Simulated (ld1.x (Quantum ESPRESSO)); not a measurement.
**terbium (Tb): excitation energies, all-electron against TM**

ld1.x (Quantum ESPRESSO) 7.5 input, shortened:

```
&input
   title='Tb', zed=65., rel=2, dft='PZ', iswitch=3,
   config='[Xe] 4f8 5d0 6s0 6p0', rel_dist='average'
 /
 &inputp
   pseudotype=2, tm=.true., lloc=1,
   nlcc=.false.
 /
4
5S  1  0   2.00   0.00  2.20  2.20  0.0
4D  3  2  10.00   0.00  1.00  1.00  0.0
4F  4  3   8.00   0.00  1.20  1.20  0.0
5P  2  1   6.00   0.00  1.65  1.65  0.0
 &test
   configts(1)='4d10 4f8 5s2 5p6 5d0 6s0 6p0'
 /
```

Open shells are filled in proportion to 2j + 1 (rel_dist='average').

Energies are relative to the spin-unpolarised reference configuration 4d10 4f8 5s2 5p6 5d0 6s0 6p0; without spin polarisation the order of configurations can differ from experiment. Not all tests gave a result: 1 of 7 tests not solved or not reliable. Left out of the table: 4d10 4f9 5s2 5p6 5d0 6s0 6p2 (solver errors, printed error -10781 eV). The p channel is local and has no spin–orbit splitting in the pseudo-atom.

```
       valence configuration  charge  ΔE all-electron (eV)  error AE − PS (meV)
4d10 4f9 5s2 5p6 5d0 6s2 6p0       0               -43.659                 +594
4d10 4f9 5s2 5p6 5d0 6s0 6p0      +2               -25.548                  -24
4d10 4f8 5s2 5p6 5d0 6s2 6p0      +1               -33.435                +1488
4d10 4f9 5s1 5p6 5d0 6s2 6p0      +1                 9.698                +1545
4d10 4f9 5s2 5p6 5d1 6s1 6p0       0               -41.182                 -512
```

Problem. What are ΔE and the potential's error for 4d10 4f9 5s2 5p6 5d0 6s1 6p0?

Solution. ΔE = -37.280 eV all-electron; the error (AE − PS) is +404 meV.

These tests converged, but a pseudo level misses the all-electron one widely, so the file describes the atom poorly there or has found another state: 4d10 4f9 5s2 5p6 5d0 6s2 6p0: 5p by 3.5 eV (a node warning on the way); 4d10 4f9 5s2 5p6 5d0 6s1 6p0: 5p by 3.3 eV; 4d10 4f9 5s2 5p6 5d0 6s0 6p0: 5p by 3.0 eV; 4d10 4f8 5s2 5p6 5d0 6s2 6p0: 5p by 4.1 eV; 4d10 4f9 5s1 5p6 5d0 6s2 6p0: 5p by 3.9 eV (a node warning on the way); 4d10 4f9 5s2 5p6 5d1 6s1 6p0: 5p by 2.4 eV.

A Bessel basis up to 400 Ry misses an occupied level by 6.09 Ry, so cutoffs and ghosts were not judged. The potential misses its own reference levels by up to 3.4 eV, so it is not fit for use.
